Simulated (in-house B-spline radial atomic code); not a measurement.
Inner-shell binding energies (edges) and X-ray emission energies of free atoms and ions, as differences of relaxed hole-state energies with first-order Breit, QED and recoil terms, without correlation or multiplet splittings, in NIST's listed ground configurations. For neutral atoms such line energies lie within some 1 to 5 eV of tabulated X-ray lines (up to 20 eV for the heaviest). K = 1s, L1 = 2s, L2 = 2p1/2, L3 = 2p3/2, M3 = 3p3/2. A dash marks a subshell that is part filled or wasn't run, or a line left out. Computed with a B-spline radial code for spherical atoms: Dirac-Hartree-Fock, average of the configuration, finite nuclei.

| ion | configuration | K edge (eV) | L1 edge (eV) | L3 edge (eV) | K-L3 (eV) | K-L2 (eV) | K-M3 (eV) |
| --- | --- | --- | --- | --- | --- | --- | --- |
| W | [Xe] 4f14 5d4 6s2 | 69528.4 | 12114.6 | 10213.6 | 59314.8 | 57977.3 | 67236 |
| Os2+ | [Xe] 4f14 5d6 | ? | ? | ? | ? | ? | ? |
| Ir3+ | [Xe] 4f14 5d6 | 76152.3 | 13471.1 | 11260.8 | 64891.6 | 63282.4 | 73550.8 |
| Pt4+ | [Xe] 4f14 5d6 | 78453.9 | 13951.3 | 11627.8 | 66826.2 | 65116.8 | 75738.9 |
| Au5+ | [Xe] 4f14 5d6 | 80802.6 | 14444.5 | 12002.5 | 68800.1 | 66985.3 | 77970.1 |
| Hg6+ | [Xe] 4f14 5d6 | ? | ? | ? | ? | ? | ? |
| Tl7+ | [Xe] 4f14 5d6 | 85643 | 15470.7 | 12774.5 | 72868.5 | 70826.4 | 82564.5 |

**Question.** Fill in the row of Os2+.

**Answer.** K edge (eV): 73896.6; L1 edge (eV): 13003.9; L3 edge (eV): 10901.6; K-L3 (eV): 62995; K-L2 (eV): 61481.1; K-M3 (eV): 71404.5.

**Question.** Fill in the row of Hg6+.

**Answer.** K edge (eV): 83198.5; L1 edge (eV): 14950.9; L3 edge (eV): 12384.7; K-L3 (eV): 70813.8; K-L2 (eV): 68888.2; K-M3 (eV): 80244.9.
